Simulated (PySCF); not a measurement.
**Electron correlation in Sr(22+) (strontium, charge +22)**

[Ne] 3s2 3p4, high-spin 3P determinant. All numbers are calculated (PySCF 2.14, no relativity, point nucleus, in an even-tempered Gaussian basis (17 s from 2.1 bohr⁻², ratio 2.5; 11 p from 2.7 bohr⁻², ratio 2.5; 5 d from 14 bohr⁻², ratio 2.7; 4 f from 21 bohr⁻², ratio 2.7)). Frozen: 1s2; 14 electrons correlated; the 18 highest virtual orbitals of each spin left out.

```json
{"level": "CCSD", "correlation energy (mhartree)": "-556.12"}
{"level": "(T)", "correlation energy (mhartree)": "-2.28"}
{"level": "CCSD(T)", "correlation energy (mhartree)": "-558.40"}
```

Diagnostics: T1 = 0.0014, D1 = 0.0067, largest double amplitude 0.029.

**Question.** Is a single reference adequate?

**Answer.** Yes, within this model without spin-orbit coupling: T1 lies below 0.03 and no double amplitude reaches 0.07.

At this charge a non-relativistic calculation is a model, useful for the Z dependence of the correlation energy.

Spin-orbit coupling is strong in this species, so the high-spin LS determinant is a model state.
